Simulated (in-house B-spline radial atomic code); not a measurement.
Configurations of the thulium ion Tm⁷⁺, with energies counted from [Kr] 4d10 4f11 5s2 5p3. Level of theory: Dirac-Hartree-Fock, average of configuration, Fermi nucleus of rms radius 5.2256 fm; calculated with an all-electron radial atomic-structure program (B-spline basis). Energies include first-order Breit, QED and recoil terms.

Occupations are held fixed; configurations that lie above the ionisation limit could autoionise.

```
             configuration  E - E(ref) (eV)  highest orbital  its <r> (bohr)
[Kr] 4d10 4f11 5s2 5p2 5d1           40.979            5d5/2           1.612
[Kr] 4d10 4f10 5s2 5p3 7s1           76.962            7s1/2           3.801
[Kr] 4d10 4f10 5s2 5p3 5g1           85.283            5g7/2           3.341
[Kr] 4d10 4f10 5s2 5p3 8s1           91.565            8s1/2           5.681
[Kr] 4d10 4f10 5s2 5p3 9s1           99.848            9s1/2           7.935
[Kr] 4d10 4f10 5s2 5p3 9g1           109.61            9g7/2           13.68
[Kr] 4d10 4f11 5s2 5p2 9d1           111.78            9d5/2           9.701
```

Task: Order these further configurations by energy, lowest first.
A. [Kr] 4d9 4f11 5s2 5p3 9g1
B. [Kr] 4d10 4f11 5s2 5p2 6s1
C. [Kr] 4d10 4f11 5s2 5p2 9s1
D. [Kr] 4d9 4f11 5s2 5p3 6g1
E. [Kr] 4d10 4f12 5s2 5p2

Result: E (14.386 eV), B (55.238 eV), C (107.53 eV), D (279.31 eV), A (292.95 eV).

Task: How far above the reference does [Kr] 4d10 4f10 5s2 5p3 7d1 lie?

Result: 89.106 eV; its least bound orbital is 7d5/2 with <r> = 4.912 bohr.

Task: How far above the reference does [Kr] 4d10 4f11 5s2 5p2 6g1 lie?

Result: 103.59 eV; its least bound orbital is 6g7/2 with <r> = 5.366 bohr.
